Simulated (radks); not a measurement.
Valence configurations of In2+ (all share [Kr]). Method: Dirac Kohn-Sham, PBE, spin-unpolarised, spherical densities, finite nucleus; open shells are shared between the two j in proportion to 2j + 1; Fermi nuclear charge, rms radius 4.6156 fm; computed with a radial shooting solver on a logarithmic mesh with Libxc functionals. Energies are relative to 4d10 5s1; eigenvalues in eV.

| valence | E (eV) | e(4d3/2) | e(4d5/2) | e(5p1/2) | e(5p3/2) | e(5s1/2) |
|---|---|---|---|---|---|---|
| 4d10 5s1 | 0.000 | -37.046 | -36.173 | - | - | -23.667 |
| 4d10 5p1 | 7.506 | -38.455 | -37.577 | -17.374 | -16.774 | - |
| 4d9 5s1 5p1 | 22.300 | -43.123 | -42.199 | -18.693 | -18.015 | -26.333 |
| 4d9.5 5s0.5 5p1 | 14.546 | -40.773 | -39.872 | -18.035 | -17.397 | -25.444 |
| 4d9 5s2 | 14.274 | -41.766 | -40.846 | - | - | -25.496 |
| 4d8.5 5s1.5 5p1 | 30.788 | -45.502 | -44.554 | -19.343 | -18.625 | -27.213 |
| 4d8 5s1.5 5p1.5 | 44.344 | -48.545 | -47.571 | -20.314 | -19.545 | -28.465 |
| 4d9.5 5s1.5 | 6.779 | -39.390 | -38.493 | - | - | -24.584 |
| 4d8.5 5s1 5p1.5 | 34.977 | -46.152 | -45.202 | -19.682 | -18.954 | -27.606 |
| 4d8 5s1 5p2 | 48.690 | -49.174 | -48.198 | -20.637 | -19.859 | -28.840 |

NIST lists [Kr] 4d10 5s1 as the ground configuration; this level of theory agrees among the configurations tried. The energies are those of spherical spin-averaged densities, not of single terms.
